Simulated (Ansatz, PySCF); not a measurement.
Gas-phase reaction in SMILES: CC[SiH3] → C[CH-][SiH3] + H+
Structures are relaxed separately at B3LYP-D3(BJ)/def2-TZVP in Ansatz (an electronic-structure program).

Property: gas-phase deprotonation energy (enthalpy at 298 K, with B3LYP-D3(BJ) rigid-rotor harmonic-oscillator terms from PySCF), in kJ/mol. Cores are frozen in the correlated levels unless marked. No spin-orbit coupling. Non-relativistic. Anions need diffuse functions: aug- sets have them; def2-D sets add few; the other sets have none. Basis-set limits of correlation are two-point, X^-3; Hartree-Fock from the larger set. The bracket is a focal-point correction in the basis named.

| level | program | gas-phase deprotonation energy (kJ/mol) | minus last row |
|---|---|---|---|
| BLYP-D3(BJ)/def2-TZVPD | Ansatz + dftd3 | 1631.1 | -11.7 |
| revPBE-D3(BJ)/def2-TZVPD | Ansatz + dftd3 | 1638.8 | -4.0 |
| PBE0/STO-3G | Ansatz | 2168.1 | 525.3 |
| r2SCAN0/def2-TZVPD | Ansatz | 1648.4 | 5.6 |
| B2GP-PLYP-D3(BJ)/def2-TZVPD | Ansatz + dftd3 | 1644.6 | 1.8 |
| MP2/cc-pV(D+d)Z | Ansatz | 1676.4 | 33.6 |
| CCSD/cc-pwCVTZ | Ansatz | 1669.9 | 27.1 |
| CCSD(T)/cc-pV(Q+d)Z | Ansatz | 1651.8 | 9.0 |
| RI-MP2/CBS(aug-cc-pV(T+d)Z,aug-cc-pV(Q+d)Z)+[CCSD(T)-MP2]/aug-cc-pV(Q+d)Z | Ansatz | 1642.7 | -0.1 |
| CCSD(T)/CBS(aug-cc-pV(T+d)Z,aug-cc-pV(Q+d)Z) | Ansatz | 1642.8 | 0.0 |
